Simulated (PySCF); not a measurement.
C3H9Ga. Atoms are numbered in the order given.

```xyz
13

Ga    -0.0003     0.0013     0.0007
C     -1.3732    -1.4265    -0.1740
H     -1.2790    -1.9057    -1.1646
H     -2.3899    -1.0024    -0.1239
H     -1.2784    -2.2104     0.5926
C     -0.1666     1.6751    -1.0597
H      0.7908     1.9319    -1.5428
H     -0.4146     2.5126    -0.3837
H     -0.9493     1.6188    -1.8313
C      1.5404    -0.2511     1.2322
H      2.2047     0.6251     1.2772
H      2.1378    -1.1219     0.9104
H      1.1837    -0.4740     2.2522
```

Geometry optimised at B3LYP-D3(BJ)/def2-SVP. The isomer is the one that the SMILES or the coordinates give; other isomers of the formula were not compared.

Vertical ionisation energy (IE) and electron affinity (EA) in eV. Rows of orbital energies are one-electron estimates. Where ΔSCF, EOM or ADC give a negative EA the extra electron is unbound and the value depends on the basis.

| level | IE | EA |
|---|---|---|
| −ε(HOMO), −ε(LUMO), CAM-B3LYP/def2-TZVP (PySCF) | 8.77 | -0.34 |
| −ε(HOMO), −ε(LUMO), PBE/def2-TZVP (PySCF) | … | … |

Question: What belongs in the gaps? (Estimate from the structure and the level; the computed values follow.)

Answer: 
- −ε(HOMO), −ε(LUMO), PBE/def2-TZVP (PySCF), IE: 6.21
- −ε(HOMO), −ε(LUMO), PBE/def2-TZVP (PySCF), EA: 1.35
